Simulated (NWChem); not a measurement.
System: Si$_{2}$H$_{4}$O, singlet; SMILES O[Si][SiH3]

```xyz
7

Si    -0.7745     0.9151     0.0001
O      0.7040     1.6943    -0.0010
H      1.5231     1.1847    -0.0003
Si     0.0472    -1.3970     0.0024
H      1.5525    -1.4611     0.0054
H     -0.4337    -2.1476    -1.2054
H     -0.4388    -2.1482     1.2077
```
Atoms are numbered in this order, from 1.

Program: NWChem. Low-valent species are run as closed-shell singlets; no triplet was tried in these runs. Structure relaxed at the PBE0/def2-SVP level. Level: PBE0/def2-SVP with SMD (1 M gas to 1 M solution), gas-phase geometry. Reactions with the solvent are ignored.

For solvent water:

```yaml
cavity-dispersion-structure term (kcal/mol): 2.2
dipole in solution (D): 1.60
```

Problem. Estimate the same quantities for solvent n-hexane.

Solution. cavity-dispersion-structure term (kcal/mol): -1.3
dipole in solution (D): 1.24
